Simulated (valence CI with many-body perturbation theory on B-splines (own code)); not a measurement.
## E1 line list for I³⁷⁺

Method: configuration interaction combined with many-body perturbation theory (CI+MBPT): six valence electrons over a frozen Dirac-Fock core [Ne], a basis of 9 s, 9 p, 8 d, 6 f, 3 g, 1 h functions for each j, with the one-electron correlation potential Σ1, the two-electron term Σ2, the three-electron term Σ3, Breit, model QED; selected CI, second order for the rest, scaled by the run's own slope (own B-spline code, finite nucleus).

No measured spectrum was set against this ion. As an estimate, large intervals hold to a few tenths of a per cent, small ones and those within an open d or f shell to about a per cent. Among the levels kept, up to 1500 cm⁻¹ of a level comes from second order outside the variational space, and about a tenth of that is noise between levels of different J, which matters for small intervals.

Lines 1 to 50 of 85 in falling wavelength, among levels below 2227800 cm⁻¹, chosen from the strongest by gf and those to the six lowest levels. Wavelengths and rates use the calculated energies. Electric multipoles are in the length gauge, E1 and E2 with the static RPA response of the core. Weak lines are less certain than strong ones. Lines between different terms over intervals too small for the method are left out, as are lines whose strength nearly cancels. The highest levels of a list are the least certain.

Levels are named by their leading jj configuration (3d3/2^4 stands for four electrons in 3d with j = 3/2), which in mixed levels can hold well under half, so a name can repeat and another be missing. Letters in brackets count levels of one name in rising energy.

```csv
λ vac (nm),Upper,Lower,A (s⁻¹),S (a.u.)
316.2,(3s^2 3p1/2^2 3p3/2 3d3/2) J=1,(3s^2 3p3/2^4) J=0,1.16e+03,5.43e-05
33.09,(3s^2 3p1/2^2 3p3/2 3d5/2) J=1 [a],(3s^2 3p3/2^4) J=0,6.36e+06,3.41e-04
25.01,(3s^2 3p1/2^2 3p3/2 3d5/2) J=1 [b],(3s^2 3p3/2^4) J=0,1.95e+07,4.51e-04
18.78,(3s^2 3p1/2 3p3/2^2 3d3/2) J=1 [a],(3s^2 3p3/2^4) J=0,5.06e+07,4.97e-04
16.52,(3s^2 3p1/2^2 3p3/2 3d3/2) J=2,(3s^2 3p1/2 3p3/2^3) J=2,8.91e+07,9.91e-04
15.88,(3s^2 3p1/2^2 3p3/2 3d3/2) J=1,(3s^2 3p1/2 3p3/2^3) J=2,3.67e+08,2.18e-03
15.48,(3s^2 3p1/2^2 3p3/2 3d3/2) J=3,(3s^2 3p1/2 3p3/2^3) J=2,4.93e+06,6.32e-05
15.15,(3s^2 3p1/2^2 3p3/2 3d3/2) J=2,(3s^2 3p1/2 3p3/2^3) J=1,5.94e+07,5.10e-04
14.61,(3s^2 3p1/2^2 3p3/2 3d3/2) J=1,(3s^2 3p1/2 3p3/2^3) J=1,6.26e+07,2.89e-04
14.49,(3s^2 3p1/2 3p3/2^2 3d5/2) J=1,(3s^2 3p3/2^4) J=0,4.19e+08,1.89e-03
14.28,(3s^2 3p1/2^2 3p3/2 3d3/2) J=0,(3s^2 3p1/2 3p3/2^3) J=1,5.99e+07,8.60e-05
14.00,(3s^2 3p1/2^2 3p3/2 3d5/2) J=2,(3s^2 3p1/2 3p3/2^3) J=2,8.60e+08,5.82e-03
13.01,(3s^2 3p1/2^2 3p3/2 3d5/2) J=2,(3s^2 3p1/2 3p3/2^3) J=1,1.30e+09,7.06e-03
12.62,(3s^2 3p1/2 3p3/2^2 3d3/2) J=1 [b],(3s^2 3p3/2^4) J=0,4.74e+08,1.41e-03
11.50,(3s^2 3p1/2 3p3/2^2 3d3/2) J=1 [c],(3s^2 3p3/2^4) J=0,2.32e+08,5.21e-04
11.29,(3s^2 3p1/2^2 3p3/2 3d5/2) J=3,(3s^2 3p1/2 3p3/2^3) J=2,4.91e+06,2.44e-05
11.11,(3s^2 3p1/2^2 3p3/2 3d5/2) J=1 [a],(3s^2 3p1/2 3p3/2^3) J=2,3.56e+09,7.23e-03
11.09,(3s 3p1/2^2 3p3/2^3) J=2,(3s^2 3p1/2 3p3/2^3) J=2,3.27e+09,1.10e-02
10.71,(3s^2 3p1/2 3p3/2^2 3d3/2) J=1 [d],(3s^2 3p3/2^4) J=0,2.54e+08,4.62e-04
10.47,(3s^2 3p1/2^2 3p3/2 3d5/2) J=1 [a],(3s^2 3p1/2 3p3/2^3) J=1,1.31e+09,2.23e-03
10.46,(3s 3p1/2^2 3p3/2^3) J=2,(3s^2 3p1/2 3p3/2^3) J=1,4.70e+09,1.33e-02
10.02,(3s^2 3p1/2^2 3p3/2 3d5/2) J=1 [b],(3s^2 3p1/2 3p3/2^3) J=2,6.13e+09,9.14e-03
9.501,(3s^2 3p1/2^2 3p3/2 3d5/2) J=1 [b],(3s^2 3p1/2 3p3/2^3) J=1,2.91e+09,3.69e-03
8.891,(3s^2 3p1/2 3p3/2^2 3d3/2) J=2 [a],(3s^2 3p1/2 3p3/2^3) J=2,2.03e+08,3.52e-04
8.846,(3s^2 3p1/2 3p3/2^2 3d3/2) J=1 [a],(3s^2 3p1/2 3p3/2^3) J=2,1.31e+09,1.34e-03
8.753,(3s^2 3p1/2^2 3p3/2 3d3/2) J=1,(3s^2 3p1/2^2 3p3/2^2) J=0,2.20e+08,2.18e-04
8.605,(3s^2 3p1/2 3p3/2^2 3d3/2) J=3 [a],(3s^2 3p1/2 3p3/2^3) J=2,4.66e+07,1.03e-04
8.488,(3s^2 3p1/2 3p3/2^2 3d3/2) J=0,(3s^2 3p1/2 3p3/2^3) J=1,3.36e+08,1.01e-04
8.479,(3s^2 3p1/2 3p3/2^2 3d3/2) J=2 [a],(3s^2 3p1/2 3p3/2^3) J=1,2.42e+07,3.64e-05
8.438,(3s^2 3p1/2 3p3/2^2 3d3/2) J=1 [a],(3s^2 3p1/2 3p3/2^3) J=1,7.17e+04,6.38e-08
8.213,(3s^2 3p1/2^2 3p3/2 3d3/2) J=2,(3s^2 3p1/2^2 3p3/2^2) J=2,1.07e+09,1.46e-03
8.052,(3s^2 3p1/2^2 3p3/2 3d3/2) J=1,(3s^2 3p1/2^2 3p3/2^2) J=2,6.28e+08,4.86e-04
7.996,(3s^2 3p1/2 3p3/2^2 3d5/2) J=3 [a],(3s^2 3p1/2 3p3/2^3) J=2,1.59e+08,2.80e-04
7.949,(3s^2 3p1/2^2 3p3/2 3d3/2) J=3,(3s^2 3p1/2^2 3p3/2^2) J=2,1.36e+08,2.36e-04
7.833,(3s^2 3p1/2 3p3/2^2 3d3/2) J=2 [b],(3s^2 3p1/2 3p3/2^3) J=2,2.07e+07,2.45e-05
7.764,(3s^2 3p1/2 3p3/2^2 3d5/2) J=1,(3s^2 3p1/2 3p3/2^3) J=2,1.20e+09,8.33e-04
7.539,(3s^2 3p1/2^2 3p3/2 3d5/2) J=2,(3s^2 3p1/2^2 3p3/2^2) J=2,3.00e+08,3.17e-04
7.531,(3s^2 3p1/2 3p3/2^2 3d5/2) J=0,(3s^2 3p1/2 3p3/2^3) J=1,4.89e+09,1.03e-03
7.512,(3s^2 3p1/2 3p3/2^2 3d3/2) J=2 [b],(3s^2 3p1/2 3p3/2^3) J=1,6.69e+08,7.00e-04
7.448,(3s^2 3p1/2 3p3/2^2 3d5/2) J=1,(3s^2 3p1/2 3p3/2^3) J=1,1.31e+08,8.02e-05
7.251,(3s^2 3p1/2 3p3/2^2 3d3/2) J=3 [b],(3s^2 3p1/2 3p3/2^3) J=2,2.14e+09,2.82e-03
7.208,(3s^2 3p1/2 3p3/2^2 3d3/2) J=2 [c],(3s^2 3p1/2 3p3/2^3) J=2,1.84e+09,1.70e-03
7.192,(3s^2 3p1/2 3p3/2^2 3d3/2) J=1 [b],(3s^2 3p1/2 3p3/2^3) J=2,1.09e+09,6.00e-04
7.077,(3s^2 3p1/2^2 3p3/2 3d5/2) J=1 [a],(3s^2 3p1/2^2 3p3/2^2) J=0,4.48e+09,2.35e-03
6.957,(3s^2 3p1/2 3p3/2^2 3d5/2) J=2 [a],(3s^2 3p1/2 3p3/2^3) J=2,8.87e+08,7.37e-04
6.935,(3s^2 3p1/2 3p3/2^2 3d3/2) J=2 [c],(3s^2 3p1/2 3p3/2^3) J=1,1.18e+10,9.71e-03
6.920,(3s^2 3p1/2 3p3/2^2 3d3/2) J=1 [b],(3s^2 3p1/2 3p3/2^3) J=1,7.47e+09,3.66e-03
6.813,(3s^2 3p1/2 3p3/2^2 3d3/2) J=1 [c],(3s^2 3p1/2 3p3/2^3) J=2,4.94e+09,2.31e-03
6.776,(3s^2 3p1/2 3p3/2^2 3d5/2) J=3 [b],(3s^2 3p1/2 3p3/2^3) J=2,2.59e+09,2.78e-03
6.702,(3s^2 3p1/2 3p3/2^2 3d5/2) J=2 [a],(3s^2 3p1/2 3p3/2^3) J=1,2.88e+09,2.14e-03
```
